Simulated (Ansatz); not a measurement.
Ansatz (a quantum-chemistry and plane-wave program) input (RI-MP2/def2-QZVPP):
A basis named .json is the Basis Set Exchange file of that set.

Ansatz 0.2 input:
```yaml
crystal:
  periodic: [false, false, false]
  atoms:
    - {symbol: Si, position_ang: [-0.62204000, -0.08650940, -0.12024860]}
    - {symbol: O, position_ang: [1.12953860, -0.15254038, 0.07556274]}
    - {symbol: H, position_ang: [-1.02362123, 0.42655227, 1.30209369]}
    - {symbol: H, position_ang: [-0.76353584, 1.35507826, -0.71131650]}
    - {symbol: H, position_ang: [1.45940828, 0.64982413, 0.48820125]}
basis:
  gaussian:
    orbitals: def2-QZVPP.json
    fitting: {mean_field: def2-universal-jkfit, correlation: def2-QZVPP-RIFIT.json}
total_charge: -1
magnetization: {spin_polarized: false}
correlation: {method: mp2, electrons: outside_noble_gas}
```

Output:

```
Functional definition: HF
integrals: 0.14 GiB planned
259 factors; integrals over basis functions are off by at most 3.0e0 eV
0.29 GiB of device memory are held for the factors and their scratch space
mean field: 0.38 GiB planned
mean field evaluation 1: about -9947.3227 eV, gradient 1.6e1 eV
mean field evaluation 2: about -9948.2215 eV, gradient 6.2e0 eV
mean field evaluation 4: about -9948.3369 eV, gradient 7.9e-1 eV
mean field evaluation 8: about -9948.3407 eV, gradient 2.9e-6 eV
mean field -9948.34070443 eV, -365.5947776602 hartree, gradient 2.9e-6 eV, S^2 0.000000; 0 other end points of the search recorded, 0 dependent functions left out
6 core orbitals not correlated
476 factors; their error is unknown
reference -9948.34070443 eV, -365.5947776602 hartree; 7, 7 occupied and 204, 204 virtual orbitals, 476 factors
second order -11.34529682 eV of doubles, -0.00000000 eV of singles
Total energy: -9959.68600125 eV, -366.0117096284 hartree
```

It need not be the lowest isomer of its formula. Whether it binds its extra electron was not tested at this geometry.
